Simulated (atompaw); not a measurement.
LDA (PW92) PAW (atompaw) dataset for V (Z = 23), scalar-relativistic all-electron reference.

atompaw 4.2.0.5 input, output lines left out:

```
V 23
LDA-PW scalarrelativistic loggrid 1500 logderivrange -8 5 326
4 4 3 0 0 0
4 0 0.5
4 1 0
3 2 3
0 0 0
c
c
v
v
c
v
v
v
2
1.55 1.15 1.35 0.85
n
n
y
-0.75
n
custom rrkj gramschmidtortho gaussian
3 1 troulliermartins
1.25
1.55
1.30
1.55
1.55
1.55
```

All-electron outer shells of the reference configuration (LDA (PW92), scalar-relativistic, ld1.x):

```csv
shell,level (eV),outermost node (bohr),outermost maximum (bohr)
2p,-514.76,–,0.21
3s,-81.85,0.38,0.82
3p,-55.98,0.35,0.84
3d,-17.14,–,0.88
4s,-14.54,1.17,2.53
4p,-10.02,1.28,3.01
```

**Question.** Does the generator finish with these settings?

**Answer.** Yes, a potential is produced.

**Question.** Estimate the cutoffs (Ry, on a coarse ladder) from which the occupation-weighted sum of valence levels, in a spherical-Bessel basis at the reference potential, stays within 10 and 1 mRy of its value at 400 Ry.

**Answer.** 50 Ry and 90 Ry.

**Question.** Does the potential have ghost states?

**Answer.** No extra level below or beside the all-electron valence levels (s, p, d, f tested).

**Question.** Is the overlap operator S = 1 + Σ q|β⟩⟨β| positive definite (Bessel basis up to 400 Ry)?

**Answer.** Barely: its lowest eigenvalue is 0.023 (p channel).
